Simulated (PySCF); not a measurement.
Electron correlation in Al²⁺ (aluminium, charge +2)

[Ne] 3s1, 2S determinant. All numbers are calculated (PySCF 2.14, the spin-free X2C one-electron Hamiltonian (Gaussian nucleus), in aug-cc-pCVTZ-DK (8s7p5d3f, 75 functions)). Frozen: 1s2; 9 electrons correlated.

```tsv
level	correlation energy (mhartree)
CCSD	-279.94
(T)	-2.00
CCSD(T)	-281.94
```

Diagnostics: T1 = 0.0029, D1 = 0.0102, largest double amplitude 0.013.

Q: Is a single reference adequate?

A: Yes: T1 lies below 0.03 and no double amplitude reaches 0.07.
